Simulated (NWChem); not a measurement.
GaF, singlet; SMILES [F][Ga]

```xyz
2

Ga     0.0000     0.0000    -0.3948
F      0.0000     0.0000     1.3843
```
Atoms are numbered in this order, from 1.

All runs: NWChem. Low-valent species are run as closed-shell singlets; no triplet was tried in these runs. Geometry: optimised at PBE0/def2-SVP. Vertical excitations in the gas phase; the lowest state need not have the same character in each row.

For level LDA (Slater exchange, VWN5)/def2-SVPD, TDA:

lowest excitation, singlet (eV): 5.86
oscillator strength of that lowest state: 0.260
lowest triplet (eV): 4.17
orbital gap (eV): 4.71

Estimate the same quantities for level B3LYP/def2-SVPD, TDA.


| Quantity | Value |
|---|---|
| lowest excitation, singlet (eV) | 5.99 |
| oscillator strength of that lowest state | 0.328 |
| lowest triplet (eV) | 4.03 |
| orbital gap (eV) | 6.09 |
